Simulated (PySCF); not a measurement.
How the method changes the constants of SrLi⁻

State: ¹Σ⁺ (singlet), closed shell. Set-up: PySCF, scalar-relativistic core potentials, basis sets Sr def2-SVPD with ECP28, Li def2-SVPD. De refers to Sr + Li⁻ in their ground configurations, without counterpoise correction. A positive dipole points towards Li; it is taken about the centre of mass and depends on that origin.

```tsv
Level	Re (Å)	ωe (cm⁻¹)	De (eV)	μ (D)	CPU s a point (SCF and correlation, without the integrals)
RHF-MP2	4.092	118	n/a	n/a	0.032
RHF-SCS-MP2	4.116	116	n/a	n/a	n/a
RHF-CCSD	4.045	122	0.450	n/a	n/a
RHF-CCSD(T)	4.005	126	0.50	n/a	0.42
LDA	3.831	145	0.67	-7.04	0.14
PBE	3.905	139	0.62	-7.18	0.28
r²SCAN	3.943	139	n/a	-6.90	0.35
B3LYP	3.969	127	0.462	-7.50	0.32
PBE0	3.941	138	0.59	-7.03	0.51
M06-2X	3.901	138	0.56	-6.98	0.34
ωB97X	4.024	130	n/a	-7.00	0.27
```

Question: Which functional lies closest to RHF-CCSD(T) in De, which farthest, and by how much do they differ from it?

Answer: Closest is B3LYP (-3.6 pm in Re, +0.8 % in ωe, -0.04 eV in De against RHF-CCSD(T) in the same basis), farthest LDA (-17.4 pm in Re, +15.1 % in ωe, +0.17 eV in De). CCSD(T) converges more slowly with the basis than the functionals do and binds too weakly in this one, so the order can change at the basis-set limit.

Question: What does a quarter of exact exchange do here, going from PBE to PBE0?

Answer: PBE0 less PBE: +3.6 pm in Re, -0.7 % in ωe, -0.03 eV in De. Exact exchange removes part of the self-interaction that spreads semilocal densities, and in most molecules shortens and stiffens the bond and lowers De; here Re goes the other way.

Question: What does the gradient correction do here, going from LDA to PBE?

Answer: PBE less LDA: +7.4 pm in Re, -4.1 % in ωe, -0.05 eV in De. The gradient correction favours the more uneven density of free atoms, so it tends to lengthen bonds and takes away much of the overbinding of LDA; so it does here.

Correlated steps freeze no core orbitals. Closed-shell solutions of metal pairs were not tested for spin polarisation, which can lower them a little. Correlated levels converge slowly with the basis: in double zeta they bind strong bonds too weakly, by up to about 1 eV, and carry superposition errors of some tenths. For an ion De counts to the pair picked by the measured ionisation energies or electron affinities, which need not be the lowest pair at this level. The highest Kohn–Sham level is positive in this anion. Much of that is self-interaction error, but it also means that the finite basis helps to hold the extra electron. The CCSD T1 diagnostic is raised, a sign that a single reference may not be enough here.

The whole job (state search and all levels along the bond) took about 0.92 min on 1 thread of Intel Xeon 6975P-C (shared host), peak memory 0.47 GiB.
